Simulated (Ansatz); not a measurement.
Start from `FB1OC[SiH2]1` and change one atom or group to get `FB1OC[SiH]1Cl`.

Ansatz, PBE0-D4/def2-TZVP geometries, multiplicity 1. 

```csv
property,`FB1OC[SiH2]1`
size of the dipole moment (B3LYP/def2-TZVPP) / D,2.23
LUMO energy (ωB97M-V/def2-TZVPP) / eV,1.35
HOMO–LUMO gap (B3LYP/def2-TZVPP) / eV,7.07
HOMO–LUMO gap (PBE/def2-TZVPP) / eV,5.21
LUMO energy (PBE/def2-TZVPP) / eV,-1.61
HOMO energy (PBE0/def2-TZVPP) / eV,-8.12
```

Task: Give the same properties after the change, and the shifts. (Estimate.)

Result: Computed: 
| property | `FB1OC[SiH]1Cl` | shift |
| --- | --- | --- |
| size of the dipole moment (B3LYP/def2-TZVPP) / D | 1.88 | -0.35 |
| LUMO energy (ωB97M-V/def2-TZVPP) / eV | 0.80 | -0.55 |
| HOMO–LUMO gap (B3LYP/def2-TZVPP) / eV | 6.56 | -0.51 |
| HOMO–LUMO gap (PBE/def2-TZVPP) / eV | 4.71 | -0.50 |
| LUMO energy (PBE/def2-TZVPP) / eV | -2.12 | -0.51 |
| HOMO energy (PBE0/def2-TZVPP) / eV | -8.14 | -0.02 |

Dipoles are sizes alone; their direction can turn.

B3LYP here is the variant with VWN-RPA as its local correlation; programs differ in this.
